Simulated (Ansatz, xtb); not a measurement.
**A geometry optimisation of CHGaPZn with r2SCAN-D4/def2-SVP**

The starting geometry of this gas-phase doublet was built from a drawn formula by distance geometry; its bonds are those of `[GaH][C]1=[P][Zn]1`.

```xyz
5

C     0.5515   -0.2153   -0.6120
Ga   -0.5464    1.2200    0.5544
P     1.5345    0.2247   -1.8987
Zn    1.3475   -1.7609   -1.2464
H    -1.8532    1.4617    0.9980
```

Predict what becomes of its bonds when it is optimised with r2SCAN-D4/def2-SVP.

It rearranges, giving a structure with H5 bridging Zn4 and Ga2, given below by its coordinates. Distances that change by over a tenth: C1–Zn4 (1.85 → 2.11 Å), Ga2–Zn4 (3.96 → 2.80 Å), Ga2–H5 (1.40 → 1.83 Å). Contacts that open: P3–Zn4 (2.10 → 3.40 Å). Contacts that close: Zn4–H5 (5.07 → 1.76 Å).

The energy falls by 2.47 eV over 19 steps:

```json
{"step": "1", "E − E(last) (eV)": "2.467"}
{"step": "3", "E − E(last) (eV)": "0.996"}
{"step": "5", "E − E(last) (eV)": "0.842"}
{"step": "7", "E − E(last) (eV)": "0.728"}
{"step": "9", "E − E(last) (eV)": "0.565"}
{"step": "11", "E − E(last) (eV)": "0.190"}
{"step": "13", "E − E(last) (eV)": "0.044"}
{"step": "15", "E − E(last) (eV)": "0.018"}
{"step": "17", "E − E(last) (eV)": "0.004"}
{"step": "19", "E − E(last) (eV)": "0.000"}
```

Final geometry (Å):

```yaml
atoms:
  - { symbol: C, position_ang: [0.8842, 0.3376, -0.9618] }
  - { symbol: Ga, position_ang: [-0.4589, 1.5088, 0.2102] }
  - { symbol: P, position_ang: [2.1276, 0.4142, -1.9394] }
  - { symbol: Zn, position_ang: [-0.2708, -1.2521, -0.1980] }
  - { symbol: H, position_ang: [-1.2482, -0.0782, 0.6843] }
```

From the same start GFN2-xTB ends elsewhere, differing in C1–Ga2 (2.61 against 2.13 Å here), Ga2–P3 (2.60 against 3.54 Å here), Ga2–Zn4 (4.67 against 2.80 Å here), Zn4–H5 (4.10 against 1.76 Å here).

No frequencies were run, so the end isn't proven a minimum. Open shells are spin-unrestricted. Run with Ansatz 0.2.0, 3.7 min on 2 threads of Intel(R) Xeon(R) Platinum 8259CL CPU @ 2.50GHz (Skylake/Cascade Lake), on a shared host.
